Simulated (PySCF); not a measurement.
C3H8OSn, SMILES C=[CH][SnH2][O]C.

The structure is a stationary point at PBE0-D3(BJ)/def2-SVP. The def2 effective core potentials stand for the cores of Sn; spin–orbit coupling is left out. Other conformers were not sampled.

Two levels are set side by side: PBE/def2-TZVP (PySCF) and CAM-B3LYP/def2-TZVP (PySCF). Same geometry, gas phase. Differences are taken from unrounded values.

| quantity | CAM-B3LYP |
|---|---|
| orbital gap (eV) | 9.04 |
| highest occupied level (eV) | -8.76 |
| lowest empty level (eV) | 0.28 |
| dipole moment (D) | 1.55 |
| mean polarisability (bohr³) | 79.1 |

Q: What does PBE give, and how far is it from CAM-B3LYP? (Estimate from the structure and the level; the computed values follow.)

A: 
| quantity | PBE | PBE minus CAM-B3LYP |
|---|---|---|
| orbital gap (eV) | 4.03 | -5.02 |
| highest occupied level (eV) | -5.77 | 3.00 |
| lowest empty level (eV) | -1.74 | -2.02 |
| dipole moment (D) | 1.39 | -0.15 |
| mean polarisability (bohr³) | 83.2 | 4.1 |

Without exact exchange PBE keeps part of each electron's self-repulsion, which lifts occupied levels and narrows the gap. Loosely held outer electrons make PBE densities more polarisable. Differences between two approximate levels are no errors against the true value.

Rough cost on one machine, each run with all the roots and properties that it gave: CAM-B3LYP against PBE within a factor of 2.
